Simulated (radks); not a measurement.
All-electron atom: Ag IX in [Kr] 4d3. All-electron calculation, Dirac Kohn-Sham, PBE, spin-unpolarised, spherical densities, finite nucleus; open shells fill j = l - 1/2 first; Fermi nuclear charge, rms radius 4.5454 fm. Program: a radial shooting solver on a logarithmic mesh with Libxc functionals.

Unscreened Slater integrals over Kohn-Sham orbitals (cm^-1). Large and small components are both included. Empty in this configuration: 4d5/2.

F0(4d3/2,4d3/2): 187530
F2(4d3/2,4d3/2): 96712
F0(4d3/2,4p3/2): 197770
F2(4d3/2,4p3/2): 102170
G1(4d3/2,4p3/2): 129830
G3(4d3/2,4p3/2): 81148
F0(4d3/2,4p1/2): 199850
G1(4d3/2,4p1/2): 130150
F0(4d3/2,4s1/2): 203680
G2(4d3/2,4s1/2): 99412
F0(4d3/2,4d5/2): 186870
F2(4d3/2,4d5/2): 96393
G2(4d3/2,4d5/2): 96326
G4(4d3/2,4d5/2): 64594
F0(4p3/2,4p3/2): 210180
F2(4p3/2,4p3/2): 111270
F0(4p3/2,4p1/2): 212720
G2(4p3/2,4p1/2): 112260
F0(4p3/2,4s1/2): 217410
G1(4p3/2,4s1/2): 148210
F0(4p3/2,4d5/2): 196990
F2(4p3/2,4d5/2): 101660
G1(4p3/2,4d5/2): 129120
G3(4p3/2,4d5/2): 80671
F0(4p1/2,4p1/2): 215400
F0(4p1/2,4s1/2): 220310
G1(4p1/2,4s1/2): 151000
F0(4p1/2,4d5/2): 199030
G3(4p1/2,4d5/2): 80541
F0(4s1/2,4s1/2): 225650
F0(4s1/2,4d5/2): 202810
G2(4s1/2,4d5/2): 98546
F0(4d5/2,4d5/2): 186220
F2(4d5/2,4d5/2): 96088
F4(4d5/2,4d5/2): 64436
